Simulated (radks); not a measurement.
Results of a calculation; reference values are marked as such.
Task: Sc VI, 16 electrons, occupied as [Ne] 3s2 3p4. Level of theory: scalar-relativistic Kohn-Sham, BLYP, spin-unpolarised, spherical densities, finite nucleus; Fermi nuclear charge, rms radius 3.5459 fm (a radial shooting solver on a logarithmic mesh with Libxc functionals). Some entries of the table are withheld. Estimate them.

orbital,occ.,eigenvalue (hartree),<r^2> (bohr^2)
1s,2,(1),(2)
2s,2,(3),0.1391
2p,6,-17.26873,0.1162
3s,2,(4),(5)
3p,4,(6),1.289

Result: 
(1) 1s eigenvalue (hartree): -164.7320
(2) 1s <r^2> (bohr^2): 0.007174
(3) 2s eigenvalue (hartree): -20.41207
(4) 3s eigenvalue (hartree): -4.61828
(5) 3s <r^2> (bohr^2): 1.164
(6) 3p eigenvalue (hartree): -3.78799
